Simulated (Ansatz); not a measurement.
`CN(C)[B]O` radical, 12 atoms. Total charge 0; spin multiplicity 2. Hardware: A = 2 threads of an AMD EPYC 7R13 on a shared host; B = 2 threads of an AMD EPYC 7R13 on a shared host and a share of an NVIDIA H100 80 GB. Correlated methods freeze the cores. Open-shell runs search over several starts.

(1) Give the basis size and wall time and peak host memory of each of these runs in Ansatz. UKS PBE0-D4/def2-SVP energy [A]; UHF-CCSD(T)/def2-TZVPP energy [B]; UKS PBE0-D4/def2-TZVP frequencies [B]; direct RPA on PBE orbitals/def2-TZVPP energy [A]; UKS PBE0-D4/def2-QZVPP energy [B]; UHF-MP2/def2-QZVPP energy [B]; UKS revPBE-D4/def2-TZVPP energy [A]; UKS ωB97M-V/def2-SVP energy [A]; UHF-CCSD(T)/def2-SVP energy [B]; UKS r2SCAN-D4/def2-TZVPP energy and forces [A]; UKS ωB97M-V/def2-QZVPP energy [B]; UKS PBE0-D4/def2-TZVP relaxation (7 steps) [B]. (Best estimate.)

Answers

(1) Ansatz gave: Other jobs shared the machine, so times are rough.

| level | job | functions | wall time | peak host memory (GiB) |
| --- | --- | --- | --- | --- |
| UKS PBE0-D4/def2-SVP | energy [A] | 105 | 2.3 s | 0.29 |
| UHF-MP2/def2-QZVPP | energy [B] | 495 | 3.8 s | 1.1 |
| UKS revPBE-D4/def2-TZVPP | energy [A] | 253 | 4.4 s | 0.39 |
| UHF-CCSD(T)/def2-SVP | energy [B] | 105 | 4.9 s | 0.8 |
| UKS PBE0-D4/def2-QZVPP | energy [B] | 495 | 6 s | 1.1 |
| UKS ωB97M-V/def2-SVP | energy [A] | 105 | 7.5 s | 0.49 |
| UKS ωB97M-V/def2-QZVPP | energy [B] | 495 | 9.5 s | 1.3 |
| UKS r2SCAN-D4/def2-TZVPP | energy and forces [A] | 253 | 10 s | 0.44 |
| direct RPA on PBE orbitals/def2-TZVPP | energy [A] | 253 | 11 s | 0.89 |
| UKS PBE0-D4/def2-TZVP | relaxation (7 steps) [B] | 197 | 15 s | 0.87 |
| UHF-CCSD(T)/def2-TZVPP | energy [B] | 253 | 15 s | 0.85 |
| UKS PBE0-D4/def2-TZVP | frequencies [B] | 197 | 59 s | 0.85 |
